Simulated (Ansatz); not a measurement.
A geometry relaxed with r2SCAN-D4/def2-TZVP (Ansatz, a program for electronic structure), charge 0, multiplicity 1:

```xyz
5

Si    -0.0009    -0.1404     0.0012
Cl    -1.6660     1.0385    -0.1099
H      0.0674    -0.9694    -1.2159
H     -0.0801    -0.9469     1.2327
Cl     1.6796     1.0181     0.0918
```

### Question
Write the SMILES of this molecule.

### Answer
`Cl[SiH2]Cl`
